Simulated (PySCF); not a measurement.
## Correlation energy of Pb (lead, neutral)

[Xe] 4f14 5d10 6s1 6p3, high-spin 5S determinant (an excited configuration). Computed with PySCF 2.14 in aug-cc-pVTZ-PP with ECP60MDF (6s5p4d2f, 55 functions), with a scalar-relativistic core potential. Frozen: 5s2 5p6 5d10; 4 electrons correlated.

```tsv
level	correlation energy (mhartree)
CCSD	-18.57
(T)	-0.26
CCSD(T)	-18.83
```

Diagnostics: T1 = 0.0035, D1 = 0.0052, largest double amplitude 0.032.

Is a single reference adequate?

Yes, within this model without spin-orbit coupling: T1 lies below 0.03 and no double amplitude reaches 0.07.

Spin-orbit coupling is strong in this species, so the high-spin LS determinant is a model state.
